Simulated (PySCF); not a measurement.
Gas-phase reaction: TiCl₄ + 2 HCl + O₂ ⇌ TiCl₂(OH)₂ + 4 Cl

Energies from PySCF (xtb for GFN2), thermal terms from the rigid-rotor harmonic-oscillator model, ideal gas at 1 bar. † marks an energy on the PBE0/def2-TZVP geometry and frequencies; other levels use their own. CCSD(T) freezes the core. 6-31G* has spherical d functions here. Open shells (unrestricted): O₂ (multiplicity 3), Cl (multiplicity 2, electronic degeneracy 6); the rest are closed-shell singlets. GFN2 has no spin-polarisation term. Spin-orbit splitting is ignored; it lowers the true energy and changes the entropy of Cl. B3LYP is the form with VWN-RPA correlation. TiCl₂(OH)₂: computed as isolated molecules; such fragments, hydroxides, amides, oligomers or adducts are transient or little studied in the gas. CCSD(T) isn't extrapolated to the basis-set limit. The harmonic model lacks anharmonicity and excited electronic states, which grow with temperature; levels with a mode under 35 cm⁻¹ are left out. Soft modes under 120 cm⁻¹ make the harmonic entropy rough for TiCl₄, TiCl₂(OH)₂. Warning, large T1 diagnostic: TiCl₄, TiCl₂(OH)₂ (CCSD(T)/def2-SVP†). Warning, point group unlike the PBE0 one: TiCl₂(OH)₂ (GFN2-xTB).

```json
[
 {"level": "B3LYP/6-31G*", "ΔE electronic, kJ": "350", "ΔH°(298 K), kJ": "365", "ΔS°(298 K), J/K": "120", "ΔG°(1200 K), kJ": "205"},
 {"level": "BLYP/def2-TZVP†", "ΔE electronic, kJ": "409", "ΔH°(298 K), kJ": "423", "ΔS°(298 K), J/K": "123", "ΔG°(1200 K), kJ": "259"},
 {"level": "CCSD(T)/def2-SVP†", "ΔE electronic, kJ": "329", "ΔH°(298 K), kJ": "343", "ΔS°(298 K), J/K": "123", "ΔG°(1200 K), kJ": "180"},
 {"level": "GFN2-xTB", "ΔE electronic, kJ": "152", "ΔH°(298 K), kJ": "169", "ΔS°(298 K), J/K": "106", "ΔG°(1200 K), kJ": "27"},
 {"level": "M06-2X/def2-TZVP†", "ΔE electronic, kJ": "387", "ΔH°(298 K), kJ": "402", "ΔS°(298 K), J/K": "123", "ΔG°(1200 K), kJ": "238"},
 {"level": "PBE/def2-SVP", "ΔE electronic, kJ": "472", "ΔH°(298 K), kJ": "486", "ΔS°(298 K), J/K": "121", "ΔG°(1200 K), kJ": "325"},
 {"level": "PBE0/def2-SVP†", "ΔE electronic, kJ": "414", "ΔH°(298 K), kJ": "428", "ΔS°(298 K), J/K": "123", "ΔG°(1200 K), kJ": "265"},
 {"level": "PBE0/def2-TZVP", "ΔE electronic, kJ": "425", "ΔH°(298 K), kJ": "439", "ΔS°(298 K), J/K": "123", "ΔG°(1200 K), kJ": "275"}
]
```
ΔH° is lowest at GFN2-xTB and highest at PBE/def2-SVP. No reference value is set beside these.
